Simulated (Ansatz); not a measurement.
C2H8B2 (`CBBC`) from Hartree–Fock to CCSD(T)

Cartesian coordinates in Å:
```
C 0.026 1.919 0.483
B -0.759 0.569 0.396
B -0.441 -0.694 -0.617
C 0.577 -1.856 -0.372
H 0.725 2.124 -0.329
H -0.630 2.782 0.627
H 0.615 1.852 1.412
H -1.678 0.437 1.170
H -1.034 -0.719 -1.671
H 1.430 -1.639 -1.034
H 0.970 -1.948 0.642
H 0.199 -2.827 -0.707
```

Charge 0, multiplicity 1. The geometry is a stationary point of PBE0-D4/def2-TZVP. It is one conformer, not always the lowest. Frozen core, restricted reference, the Gaussian-basis code of Ansatz. CBS rows extrapolate triple and quadruple zeta; past MP2 they add the triple-zeta difference.

```
     basis     HF (Eh)  MP2 corr.
  def2-SVP  -129.64011   -0.45340
def2-TZVPP  -129.78047   -0.55403
def2-QZVPP  -129.78680   -0.58887
```

(1) Estimate the CCSD correlation energy and the (T) correction in each basis where they were run (hartree).

Results:

(1) 
```
     basis  CCSD corr.       (T)
  def2-SVP    -0.51490  -0.01401
def2-TZVPP    -0.60898  -0.02179
 CBS(def2)    -0.66964     as TZ
```
